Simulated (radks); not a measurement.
Task: All-electron atom: Hg I in [Hg] (the NIST ground configuration). Method: scalar-relativistic Kohn-Sham, exchange-only B88, spin-polarised, spherical densities, point nucleus; computed with a radial shooting solver on a logarithmic mesh with Libxc functionals. Some entries of the table are withheld. Estimate them.

| orbital | occ. | eigenvalue (hartree) | r(max) (bohr) |
|---|---|---|---|
| 1s | 2 | -3057.368 | 0.01022 |
| 2s | 2 | -541.8287 | 0.05913 |
| 2p | 6 | -467.1538 | 0.04906 |
| 3s | 2 | -128.5392 | 0.1667 |
| 3p | 6 | -106.9709 | 0.1664 |
| 3d | 10 | -84.30087 | 0.1355 |
| 4s | 2 | -28.22202 | 0.3756 |
| 4p | 6 | -21.15266 | 0.3957 |
| 4d | 10 | -12.77288 | 0.4027 |
| 5s | 2 | (1) | 0.8270 |
| 4f | 14 | -3.48263 | (2) |
| 5p | 6 | -2.40563 | (3) |
| 5d | 10 | -0.32448 | 1.164 |
| 6s | 2 | -0.22254 | 2.216 |

Result: 
(1) 5s eigenvalue (hartree): -4.30638
(2) 4f r(max) (bohr): 0.3664
(3) 5p r(max) (bohr): 0.9277
